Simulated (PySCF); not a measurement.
Species: CH₅F₃GeSi.
Geometry (PBE0-D3(BJ)/def2-SVP, Å), atoms numbered from 1 in this order:
```
atom  x, y, z in Å
F1     2.829   -0.458    0.380
C2     1.575   -0.130    0.707
F3     1.194   -0.950    1.698
F4     1.604    1.112    1.211
Ge5    0.326   -0.243   -0.851
Si6   -1.856    0.312   -0.085
H7     0.865    0.737   -1.905
H8     0.426   -1.680   -1.385
H9    -2.271   -0.670    0.959
H10   -1.845    1.690    0.488
H11   -2.810    0.254   -1.232
```

Jobs on this species (11 atoms, 84 electrons) with PySCF (density fitting). Hardware of each: one thread, Arm Neoverse V1 (aarch64) (shared host). The host was shared with other jobs, so the times are rough. Peak memory is the resident size of the whole Python process, interpreter and libraries included.

Question: Rank these jobs by wall time, shortest first.
A. delta-SCF UKS SCAN, pcX-2 on the ionised atom, pcseg-1 elsewhere, non-relativistic; ΔSCF core ionisation, 4 holes; 168 basis functions
B. delta-SCF UKS PBE0, pcX-2 on the ionised atom, pcseg-1 elsewhere, spin-free X2C; ΔSCF core ionisation, 4 holes; 168 basis functions
C. PBE0-D3(BJ)/def2-SVP, grid level 1; geometry optimisation from a GFN2-xTB start shaken at random; 131 basis functions

Answer: A (25 s), B (42 s), C (2.0 min).

All jobs:

```
                                                                 level and settings                                                          work  basis functions  SCF cycles  wall time  peak memory
     delta-SCF UKS PBE, pcX-2 on the ionised atom, pcseg-1 elsewhere, spin-free X2C                                 ΔSCF core ionisation, 4 holes              168          58       17 s     0.51 GiB
    delta-SCF UKS SCAN, pcX-1 on the ionised atom, pcseg-1 elsewhere, spin-free X2C                                 ΔSCF core ionisation, 4 holes              148          59       22 s     0.51 GiB
 delta-SCF UKS SCAN, pcX-2 on the ionised atom, pcseg-1 elsewhere, non-relativistic                                 ΔSCF core ionisation, 4 holes              168          60       25 s     0.59 GiB
delta-SCF UKS SCAN, def2-TZVP on the ionised atom, pcseg-1 elsewhere, spin-free X2C                                 ΔSCF core ionisation, 4 holes              145          60       25 s     0.51 GiB
    delta-SCF UKS SCAN, pcX-2 on the ionised atom, pcseg-1 elsewhere, spin-free X2C                                 ΔSCF core ionisation, 4 holes              168          60       28 s     0.53 GiB
      delta-SCF UKS HF, pcX-2 on the ionised atom, pcseg-1 elsewhere, spin-free X2C                                 ΔSCF core ionisation, 4 holes              168          54       31 s     0.73 GiB
    delta-SCF UKS PBE0, pcX-2 on the ionised atom, pcseg-1 elsewhere, spin-free X2C                                 ΔSCF core ionisation, 4 holes              168          54       42 s     0.72 GiB
   delta-SCF UKS B3LYP, pcX-2 on the ionised atom, pcseg-1 elsewhere, spin-free X2C                                 ΔSCF core ionisation, 4 holes              168          55       45 s     0.72 GiB
                                                 PBE0-D3(BJ)/def2-SVP, grid level 1  geometry optimisation from a GFN2-xTB start shaken at random              131          74    2.0 min     0.53 GiB
```

What do all jobs in the table cost together?

About 5.9 min; the longest takes about 34 % of that, and about 7.1 times as long as the shortest.
